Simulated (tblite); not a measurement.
Species: C₄H₈N₂Si₂.
Bonds: C1–N2, N2–Si3, Si3–C4, C4–C5 (triple), C5–Si6, Si6–C7, C7–N8 (triple). Hydrogens: H9, H10, H11 on C1; H12 on N2; H13, H14 on Si3; H15, H16 on Si6.

The geometry is computed with GFN2-xTB (gas phase).

(1) List the bond lengths, angles and torsions at this level.

Answers

(1) 
| bond | length (Å) |
| --- | --- |
| C1–N2 | 1.442 |
| N2–Si3 | 1.718 |
| Si3–C4 | 1.854 |
| C4≡C5 | 1.210 |
| C5–Si6 | 1.844 |
| Si6–C7 | 1.871 |
| C7≡N8 | 1.145 |
| C1–H9, C1–H10, C1–H11 | 1.092 |
| N2–H12 | 1.009 |
| Si3–H13, Si3–H14 | 1.471 |
| Si6–H15, Si6–H16 | 1.465 |

Bonds in one row agree within 0.01 Å and their mean is given. A selection of angles:
| angle | degrees |
| --- | --- |
| N2–C1–H9 | 108.9 |
| N2–C1–H10 | 112.7 |
| H9–C1–H10 | 108.1 |
| H9–C1–H11 | 108.5 |
| C1–N2–Si3 | 123.4 |
| C1–N2–H12 | 111.8 |
| Si3–N2–H12 | 118.1 |
| N2–Si3–C4 | 103.3 |
| N2–Si3–H13 | 106.9 |
| N2–Si3–H14 | 117.0 |
| C4–Si3–H13 | 111.0 |
| C4–Si3–H14 | 108.0 |
| H13–Si3–H14 | 110.5 |
| Si3–C4–C5 | 178.6 |
| C4–C5–Si6 | 178.7 |
| C5–Si6–C7 | 105.4 |
| C5–Si6–H15 | 111.6 |
| C7–Si6–H15 | 106.6 |
| H15–Si6–H16 | 113.8 |
| Si6–C7–N8 | 179.5 |

Dihedral angles: C1–N2–Si3–C4 176° (antiperiplanar). The mirror-image conformer, all signs reversed, is as good.

N2 (silicon-bound nitrogen) has angles 123.4°, 118.1° and 111.8°, sum 353.3°, 0.20 Å off the plane of its three neighbours. Si3 (SiH2 silicon) is distorted tetrahedral (angles from 103.3° to 117.0°). The C–N distances run from 1.145 Å (C7≡N8, drawn triple) to 1.442 Å (C1–N2, drawn single), a spread of 0.297 Å. Si6 (SiH2 silicon) is distorted tetrahedral (angles from 105.4° to 113.8°). The 3 C–Si bonds span 1.844 Å (C5–Si6, drawn single) to 1.871 Å (Si6–C7, drawn single), a spread of 0.027 Å.

Point group: C1 (no symmetry element, even within 0.4 Å). Its lowest GFN2-xTB frequency is 3i cm⁻¹, too small to tell a flat minimum from a shallow saddle. One conformer, not necessarily the lowest. 3 starts were optimised and ended at 0.00, 0.03 and 0.25 kcal/mol (GFN2-xTB); the lowest of these is shown.
